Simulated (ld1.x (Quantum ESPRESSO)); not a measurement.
Se: one change to a TM potential, before and after

ld1.x (Quantum ESPRESSO) 7.5 input, shortened:

```
&input
   title='Se', zed=34., rel=1, dft='PZ', iswitch=3,
   config='[Ar] 3d10 4s2 4p4 4d-2'
 /
 &inputp
   pseudotype=2, tm=.true., lloc=1,
   nlcc=.false.
 /
3
4S  1  0   2.00   0.00  1.50  1.50  0.0
4D  3  2  -2.00  -0.10  1.60  1.60  0.0
4P  2  1   4.00   0.00  1.30  1.30  0.0
 &test
   configts(1)='4s2 4p4'
 /
```

Change: wave 4p (bound): rc 1.30 bohr becomes 4p (bound): rc 1.44 bohr.

Cutoffs: the cutoffs (Ry, on a coarse ladder) from which the occupation-weighted sum of valence levels, in a spherical-Bessel basis at the reference potential, stays within 10 and 1 mRy of its value at 400 Ry; they do not see the model core or the augmentation charge, which bear on the density cutoff. Errors are all-electron minus pseudo energies relative to the spin-unpolarised reference configuration.

Problem. How do hardness, ghosts and transferability respond?

Solution. The potential gets softer (60 Ry and 110 Ry → 45 Ry and 90 Ry); the bound ghosts move from d, s to d; of the 9 tests that both files solve, the error grows in 0 and shrinks in 3 by more than 15 % and 0.3 meV (median size 20.2 → 15.8 meV); the range in which the d phases agree widens (upper end 2.4 → at the end of the scan). A larger radius leaves more room for a smooth pseudo-wave, so fewer plane waves are needed. That the errors move this way runs against the usual rule that smaller radii transfer better.

| quantity | base | changed |
| --- | --- | --- |
| cutoff, loose | 60 Ry | 45 Ry |
| cutoff, tight | 110 Ry | 90 Ry |
| loose cutoff by channel (10 mRy a level) | s 21 Ry, p 50 Ry | s 21 Ry, p 8 Ry |
| bound ghosts | s, d | d |
| error for 4s2 4p3, meV [ΔE 11.01 eV] | +2.9 | +1.8 |
| error for 4s2 4p2, meV [ΔE 31.57 eV] | +20 | +16 |
| error for 4s2 4p1, meV [ΔE 62.72 eV] | +67 | +60 |
| error for 4s1 4p4, meV [ΔE 22.59 eV] | +20 | +14 |
| error for 4s2 4p3.5, meV [ΔE 4.39 eV] | +0.3 | +0.1 |
| error for 4s2 4p4.3, meV [ΔE -1.64 eV] | +0.5 | +0.4 |
| error for 4s2 4p0, meV [ΔE 105.30 eV] | +176 | +173 |
| error for 4s2 4p4 (spin-polarised), meV [ΔE -0.59 eV] | +80 | +81 |
| error for 4s2 4p3 (spin-polarised), meV [ΔE 9.37 eV] | +255 | +257 |
| s: phases at 1.74 bohr within 0.05 rad from the reference energy up to (Ry; the scan ends near 5) | to the end of the scan | to the end of the scan |
| p: phases at 1.74 bohr within 0.05 rad from the reference energy up to (Ry; the scan ends near 5) | 4.0 | to the end of the scan |
| d: phases at 1.74 bohr within 0.05 rad from the reference energy up to (Ry; the scan ends near 5) | 2.4 | to the end of the scan |

 A true bound ghost makes a file unfit for plane-wave use even where its test errors are small: the radial tests pick states by their node count and pass the ghost by.
